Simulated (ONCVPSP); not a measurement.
## An all-electron radial function and its pseudo partner (Li)

Columns: radius, all-electron u(r) and pseudo u(r) of the 1s shell (level -59.84 eV) of lithium in the configuration 1s2; PBEsol, scalar-relativistic, ONCV scheme, ONCVPSP 4.0.1.

| r (bohr) | all-electron | pseudo |
| --- | --- | --- |
| 0.035 | 0.2915 | 0.2201 |
| 0.070 | 0.5259 | 0.4309 |
| 0.105 | 0.7109 | 0.6236 |
| 0.140 | 0.8553 | 0.7920 |
| 0.175 | 0.9658 | 0.9319 |
| 0.210 | 1.0476 | 1.0409 |
| 0.245 | 1.1059 | 1.1199 |
| 0.280 | 1.1447 | 1.1715 |
| 0.315 | 1.1676 | 1.1996 |
| 0.350 | 1.1772 | 1.2086 |
| 0.385 | 1.1758 | 1.2028 |
| 0.420 | 1.1659 | 1.1866 |
| 0.455 | 1.1487 | 1.1631 |
| 0.490 | 1.1260 | 1.1350 |
| 0.525 | 1.0989 | 1.1039 |
| 0.560 | 1.0684 | 1.0707 |
| 0.595 | 1.0352 | 1.0361 |
| 0.630 | 1.0002 | 1.0004 |
| 0.665 | 0.9639 | 0.9639 |
| 0.700 | 0.9269 | 0.9268 |
| 0.735 | 0.8894 | 0.8894 |
| 0.770 | 0.8519 | 0.8519 |
| 0.805 | 0.8147 | 0.8146 |
| 0.840 | 0.7779 | 0.7779 |
| 0.875 | 0.7418 | 0.7418 |
| 0.910 | 0.7065 | 0.7065 |

(1) How many radial nodes do the two functions have?

(2) At about which radius was the pseudo-wave matched?

(3) Is the pseudo-wave norm-conserving?

Answers

(1) The all-electron 1s function has n − l − 1 = 0; the pseudo-wave has 0.

(2) 0.70 bohr. The columns agree to 0.0005 from 0.63 bohr on; several derivatives are matched, so the curves merge somewhat inside the radius.

(3) Yes: the ONCV scheme keeps the norm inside the radius equal to the all-electron one, which fixes the energy derivative of the logarithmic derivative at the level.
